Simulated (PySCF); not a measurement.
## Sn³²⁺: ionisation energy

Sn³²⁺ [Ar] → Sn³³⁺ [Ne] 3s2 3p5 [3p1/2^2 3p3/2^3, M_J = 3/2], as a difference of total energies. Computed with PySCF 2.14 in an even-tempered Gaussian basis (19 s from 5.5 bohr⁻², ratio 2.4; 14 p from 7.2 bohr⁻², ratio 2.4; 5 d from 30 bohr⁻², ratio 2.6; 4 f from 45 bohr⁻², ratio 2.6), with the two-component X2C-1e Hamiltonian. Correlated levels: 1s2 frozen; the 56 highest virtual spinors dropped. "Screened" scales the spin-orbit matrix elements by Boettger's factors to mimic the two-electron term; Breit and QED terms are absent.

```
                    method  ionisation energy (eV)
           GHF (spin-free)                  2092.9
          GMP2 (spin-free)                  2093.8
 GHF (screened spin-orbit)                  2075.6
GMP2 (screened spin-orbit)                  2076.4
```

Breit and QED terms and the two-electron picture change are absent.

The spin-free rows lack the spin-orbit shift.

For comparison: 2074 ± 6 eV (semi-empirical (NIST evaluation); NIST Atomic Spectra Database, ionization energies).
